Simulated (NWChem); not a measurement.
Molecule: SiH$_{2}$S, singlet; SMILES [SiH]S

```xyz
4

Si     0.0959     1.1547     0.0000
H     -1.4327     1.2525     0.0000
S     -0.0589    -0.9693     0.0000
H      1.2664    -1.2459     0.0000
```
Atoms are numbered in this order, from 1.

Results from NWChem. Low-valent species are run as closed-shell singlets; no triplet was tried in these runs. Structure relaxed at the PBE0/def2-SVP level. GIAO values for the isolated, static molecule; σ is the absolute isotropic shielding, δ = σ(reference) − σ with the isolated reference molecule computed at the same levels (1H: tetramethylsilane, 29Si: tetramethylsilane).

Problem. What does the run give for PBE/pcSseg-1? Quantities: δ Si1 (ppm); δ H2 (ppm); σ S3 (ppm); δ H4 (ppm).

Solution. 
```
Property     Result
-----------  ------
δ Si1 (ppm)   492.2
δ H2 (ppm)    10.11
σ S3 (ppm)    129.2
δ H4 (ppm)     6.74
```
